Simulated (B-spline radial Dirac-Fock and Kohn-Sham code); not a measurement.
Level of theory: the Dirac equation of a negative muon with reduced mass in the field of a spherical finite nucleus, with the Uehling potential to all orders; nuclear polarisation, deformation, hyperfine structure, self-energy, higher-order vacuum polarisation, relativistic recoil and electron screening are left out; a B-spline atomic structure program. The nuclear charge is a Gaussian distribution.

Q: A muonic atom of atomic mass 89.90 u emits these computed lines: 2p3/2 → 1s1/2 2554 keV, 3d5/2 → 2p3/2 630.1 keV, 4f7/2 → 3d5/2 220.3 keV, 5g9/2 → 4f7/2 101.7 keV. Which element is it, and what rms charge radius was used?

A: Zirconium (Z = 40, nuclide ⁹⁰Zr); the high transitions hardly feel the nucleus and fix Z. The 2p → 1s line lies 912.0 keV below the value for a point nucleus without QED, which for this nuclear model gives a radius near 4.27 fm (4.2694 fm was used).
